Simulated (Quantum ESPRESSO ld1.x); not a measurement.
Values are calculated unless marked as measured or tabulated.
Q: The mean radii <r> (bohr) of the occupied orbitals of an atom or ion are listed with their occupations. Level of theory: scalar-relativistic Kohn-Sham, LDA (Slater exchange, VWN5 correlation), spin-unpolarised, spherical densities, point nucleus (ld1.x of Quantum ESPRESSO 7.5).

orbital  occ.      <r>
1s          2  0.01900
2s          2  0.08041
2p          6  0.07174
3s          2   0.2088
3p          6   0.2086
3d         10   0.1890
4s          2   0.4678
4p          6   0.4967
4d         10   0.5319
5s          2    1.053
5p          2    1.171
4f         13   0.6188

Name the element and its charge.

A: Z = 72, hafnium, charge +9: Hf9+ in [Kr] 4d10 4f13 5s2 5p2. The 1s radius gives Z: for a bare nucleus <r> = (2 gamma + 1)/(2Z) with gamma = sqrt(1 - (Z/c)^2), 0.01876 bohr for Z = 72, and screening makes it slightly larger (0.01900 here). The occupations add up to 63, and the charge is Z minus that.
